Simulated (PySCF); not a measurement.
**Bond length, frequency and bond energy of BeO by level of theory**

State: ¹Σ⁺ (singlet), closed shell. Set-up: PySCF, no relativity, basis sets Be aug-cc-pVDZ, O aug-cc-pVDZ. De refers to Be + O in their high-spin ground configurations, without counterpoise correction. A positive dipole means Be(−)O(+).

```tsv
Level	Re (Å)	ωe (cm⁻¹)	De (eV)	μ (D)	CPU s a point (SCF and correlation, without the integrals)
RHF	1.309	1671	1.39	-7.39	0.039
RHF-MP2	1.369	1334	4.75	n/a	0.06
RHF-SCS-MP2	1.361	1372	4.41	n/a	n/a
RHF-CCSD	1.343	1494	3.59	n/a	n/a
RHF-CCSD(T)	1.359	1387	3.86	n/a	0.76
PBE	1.359	1425	4.98	-5.99	0.37
r²SCAN	1.348	1478	4.67	-6.34	0.55
B3LYP	1.339	1498	4.51	-6.44	0.43
PBE0	1.337	1514	4.31	-6.52	0.61
r²SCAN0	1.332	1543	4.13	-6.72	0.62
B97-3	1.335	1521	4.39	-6.56	0.31
HSE06	1.337	1511	4.32	-6.52	0.5
```

(1) Which functional lies closest to RHF-CCSD(T) in De, which farthest, and by how much do they differ from it?

(2) What does the step from GGA to meta-GGA do here, going from PBE to r²SCAN?

(3) What does a quarter of exact exchange do here, going from r²SCAN to r²SCAN0?

Measured (Huber and Herzberg, Constants of Diatomic Molecules (1979)): Re = 1.3309 Å, ωe = 1487.32 cm⁻¹.

Correlated steps freeze 1 core orbital. Correlated levels converge slowly with the basis: in double zeta they bind strong bonds too weakly, by up to about 1 eV, and carry superposition errors of some tenths. Where the molecule has an RHF reference, its open-shell atoms are computed with UHF. The CCSD T1 diagnostic is raised, a sign that a single reference may not be enough here.

The whole job (state search and all levels along the bond) took about 1.2 min on 1 thread of Arm Neoverse V2 (shared host), peak memory 0.53 GiB.

## Answers

(1) Closest is r²SCAN0 (-2.7 pm in Re, +11.2 % in ωe, +0.27 eV in De against RHF-CCSD(T) in the same basis), farthest PBE (+0.0 pm in Re, +2.7 % in ωe, +1.12 eV in De). CCSD(T) converges more slowly with the basis than the functionals do and binds too weakly in this one, so the order can change at the basis-set limit.

(2) r²SCAN less PBE: -1.1 pm in Re, +3.7 % in ωe, -0.31 eV in De. 

(3) r²SCAN0 less r²SCAN: -1.6 pm in Re, +4.4 % in ωe, -0.54 eV in De. Exact exchange removes part of the self-interaction that spreads semilocal densities, and in most molecules shortens and stiffens the bond and lowers De; so it does here.
